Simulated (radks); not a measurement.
Spherical quantum dot in the effective-mass picture: electrons in a parabolic well V = omega^2 r^2 / 2 with omega = 1.35, all in effective atomic units (hartree* = m*/eps^2 hartree, bohr* = eps/m* bohr), one dielectric constant everywhere. Calculated with a radial shooting solver with Libxc functionals: non-relativistic Kohn-Sham, PBEsol, spin-polarised, spherical densities. Levels are named by radial order and angular momentum (1s, 1p, 1d, 2s, ...), and open shells are averaged over m. Results are scaled to m* = 0.483 and eps = 5.5, for which hartree* = 434.5 meV and bohr* = 0.6026 nm. Each electron was tried in the lowest free levels, single moves between levels near the top were tried too, and the lowest total energy was kept; such a search can miss a lower state. At N = 1 the Hartree and exchange-correlation terms need not cancel, so that row can carry a self-interaction error.

\begin{tabular}{lrrrrr}
N & open shells & 2S & mu = E(N) - E(N-1) (meV) & addition energy mu(N+1) - mu(N) (meV) & rms radius (nm) \\ \hline
1 & 1s(up 1, down 0) & 1 & 889.71 & 371.3 & 0.6377 \\
2 & none & 0 & 1261.0 & 773.3 & 0.6724 \\
3 & 1p(up 1, down 0) & 1 & 2034.3 & 238.1 & 0.7563 \\
4 & 1p(up 2, down 0) & 2 & 2272.4 & 241.8 & 0.8041 \\
5 & 1p(up 3, down 0) & 3 & 2514.2 & 308.4 & 0.8389 \\
6 & 1p(up 3, down 1) & 2 & 2822.7 & 218.8 & 0.8691 \\
7 & 1p(up 3, down 2) & 1 & 3041.5 & 222.2 & 0.8947 \\
8 & none & 0 & 3263.7 & 635.9 & 0.9175 \\
9 & 1d(up 1, down 0) & 1 & 3899.5 & 194.7 & 0.9512 \\
10 & 1d(up 2, down 0) & 2 & 4094.3 & 194.4 & 0.9799 \\
11 & 1d(up 3, down 0) & 3 & 4288.7 & 193.3 & 1.005 \\
12 & 1d(up 4, down 0) & 4 & 4481.9 & 191.8 & 1.028 \\
13 & 1d(up 5, down 0) & 5 & 4673.7 & 244.5 & 1.048 \\
14 & 1d(up 5, down 1) & 4 & 4918.2 & 180.9 & 1.068 \\
15 & 1d(up 5, down 2) & 3 & 5099.2 & 180.9 & 1.086 \\
16 & 1d(up 5, down 3) & 2 & 5280.1 & 180.2 & 1.103 \\
17 & 1d(up 5, down 4) & 1 & 5460.3 & 179.1 & 1.120 \\
18 & none & 0 & 5639.5 & 231.0 & 1.135 \\
19 & 2s(up 1, down 0) & 1 & 5870.5 & 204.3 & 1.150 \\
20 & none & 0 & 6074.8 & 447.5 & 1.165 \\
21 & 1f(up 1, down 0) & 1 & 6522.3 & 162.2 & 1.182 \\
22 & 1f(up 2, down 0) & 2 & 6684.5 & 161.5 & 1.199 \\
23 & 1f(up 3, down 0) & 3 & 6845.9 & 160.6 & 1.215 \\
24 & 1f(up 4, down 0) & 4 & 7006.6 & 159.8 & 1.230 \\
25 & 1f(up 5, down 0) & 5 & 7166.4 & 158.8 & 1.244 \\
26 & 1f(up 6, down 0) & 6 & 7325.2 & 157.9 & 1.258 \\
27 & 1f(up 7, down 0) & 7 & 7483.1 & 198.7 & 1.271 \\
28 & 1f(up 7, down 1) & 6 & 7681.7 & 152.9 & 1.284 \\
29 & 1f(up 7, down 2) & 5 & 7834.7 & 152.4 & 1.296 \\
30 & 1f(up 7, down 3) & 4 & 7987.1 & 151.8 & 1.309 \\
31 & 1f(up 7, down 4) & 3 & 8138.9 & 151.1 & 1.320 \\
32 & 1f(up 7, down 5) & 2 & 8290.0 & 150.4 & 1.332 \\
33 & 1f(up 7, down 6) & 1 & 8440.3 & 149.6 & 1.343 \\
34 & none & 0 & 8589.9 & 226.2 & 1.354 \\
35 & 2p(up 1, down 0) & 1 & 8816.2 & 150.1 & 1.365 \\
36 & 2p(up 2, down 0) & 2 & 8966.3 & 149.9 & 1.375 \\
37 & 2p(up 3, down 0) & 3 & 9116.1 & 173.7 & 1.386 \\
38 & 2p(up 3, down 1) & 2 & 9289.8 & - & 1.396 \\
\end{tabular}

All shells are closed at N = 2, 8, 18, 20, 34 (there: 1s2 1p6 1d10 2s2 1f14); the second difference of the energy has clear peaks (12 % above both neighbours; the first and last values, which can be the largest, are not judged, and half-filled shells can peak too) at N = 2, 5, 8, 13, 18, 20, 27, 34.
